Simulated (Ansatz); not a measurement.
A nudged elastic band was laid between two geometries of FH8NSi3 (13 atoms, charge 0, multiplicity 1).

Level of theory: Ansatz, RKS PBE0/def2-SVP.

```
movable images  : 9
climbing image  : yes
spring          : 5.0 eV/Å²
optimiser       : quadratic models (default)
start path      : IDPP
force threshold : 0.05 eV/Å
iteration limit : 60
end points      : relaxed
```

First end point:

```xyz
13
Properties=species:S:1:pos:R:3
N -1.801 1.998 1.107
Si -1.010 0.454 1.006
Si 0.560 0.206 -0.741
F -0.211 0.488 -2.167
Si 1.561 -1.920 -0.847
H -2.484 2.230 0.392
H -1.244 2.815 1.333
H -2.064 -0.590 0.824
H -0.273 0.205 2.285
H 1.642 1.238 -0.621
H 2.510 -2.023 -1.998
H 0.519 -2.984 -0.982
H 2.316 -2.152 0.425
```

Last end point:

```xyz
13
Properties=species:S:1:pos:R:3
N -1.794 2.000 1.115
Si -1.012 0.453 1.002
Si 0.557 0.206 -0.747
F -0.214 0.484 -2.173
Si 1.561 -1.919 -0.847
H -1.233 2.816 1.339
H -2.484 2.236 0.409
H -2.073 -0.583 0.815
H -0.275 0.189 2.279
H 1.639 1.238 -0.629
H 2.508 -2.024 -1.999
H 0.521 -2.986 -0.975
H 2.320 -2.144 0.425
```

Q: What changes between the two ends?

A: No bond is made or broken. The dihedral H7–N1–Si2–Si3 goes from -66 to 72°. The two ends are copies of one structure, up to a mirror image or an exchange of like atoms.

Q: Give the energies along the band, and the barrier.

A: The forces met the threshold. The highest image is number 4 of 0 to 10, 0.026 eV above the ends, which have the same energy within 2 meV. Beside the main top the profile has a ripple of under 15 meV (maxima at images 1, 4, 8), which may be a very shallow well or noise. A vibrational analysis at the climbing image gives one clearly imaginary mode, 244i cm⁻¹: a first-order saddle point.

```csv
image,path coordinate (Å),energy (eV),dihedral H7–N1–Si2–Si3 (°)
0,0.00,0.000,-66
1,0.74,0.010,-87
2,1.48,0.001,-155
3,2.22,-0.003,-177
4,2.96,0.026,167
5,3.31,0.008,174
6,3.66,0.002,164
7,4.00,0.011,142
8,4.35,0.014,107
9,4.69,0.004,86
10,5.04,0.000,72
```

Q: What is the geometry of the highest image?

A: 
```xyz
13
Properties=species:S:1:pos:R:3:forces:R:3
N -1.504 2.115 1.051 -0.01 0.01 0.00
Si -0.923 0.491 1.037 0.00 0.00 0.00
Si 0.446 0.162 -0.843 0.00 0.00 0.00
F -0.449 0.318 -2.211 0.00 0.00 0.00
Si 1.467 -1.954 -0.849 0.00 0.00 0.00
H -1.240 2.800 0.356 0.00 0.00 0.00
H -2.257 2.435 1.646 0.00 0.00 0.00
H -2.033 -0.517 1.009 0.00 0.00 0.00
H -0.080 0.136 2.230 0.00 0.00 0.00
H 1.511 1.216 -0.898 0.00 0.00 0.00
H 2.304 -2.137 -2.074 0.00 0.00 0.00
H 0.436 -3.036 -0.798 0.00 0.00 0.00
H 2.343 -2.065 0.359 0.00 0.00 0.00
```

The run took 17 min on 2 threads of Arm Neoverse V1, on a shared host, peak memory 0.32 GiB.
